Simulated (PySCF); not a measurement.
A GIAO shielding run with PySCF 2.14 (density fitting, non-relativistic, gas phase) on SMILES C[C@@H](CC(C)(C)F)[SiH2]Cl, C6H14ClFSi:

```
$ OMP_NUM_THREADS=1 python probes_run.py task.json out

{"job": {"kind": "nmr", "xc": "PBE0", "basis": "pcSseg-1"}, "charge": 0, "multiplicity": 1}
C      2.039810    -0.934936    -1.291228
C      1.099896     0.030727    -0.564425
C     -0.156238    -0.741123    -0.150950
C     -1.223552     0.062731     0.592180
C     -1.656691     1.326110    -0.140372
C     -2.425435    -0.817915     0.925777
F     -0.663916     0.462650     1.816760
Si     1.974284     0.870062     0.921630
Cl     3.847969     1.367463     0.315924
H      1.534224    -1.394785    -2.140026
H      2.918545    -0.413553    -1.661437
H      2.371259    -1.729324    -0.624843
H      0.805714     0.799349    -1.287249
H      0.142398    -1.567923     0.498396
H     -0.624581    -1.172550    -1.039730
H     -1.983214     1.077012    -1.145859
H     -0.833895     2.032392    -0.195812
H     -2.478286     1.799960     0.391714
H     -2.102279    -1.712487     1.452805
H     -2.938722    -1.108963     0.013843
H     -3.117797    -0.273504     1.563694
H      1.346564     2.131850     1.293708
H      2.119192    -0.066258     2.029807
```

Hardware: 1 thread of an Arm Neoverse V1, shared host. The job also computes population analyses, field gradients.

**Question.** How large is the calculation?

**Answer.** 90 electrons, 237 basis functions and 1273 auxiliary functions.

**Question.** How long does it take, and how much memory does it need?

**Answer.** 77 s of wall time, with 13 SCF cycles and 4 response iterations; peak memory 1.1 GiB. Times on a shared host scatter by some tens of per cent.
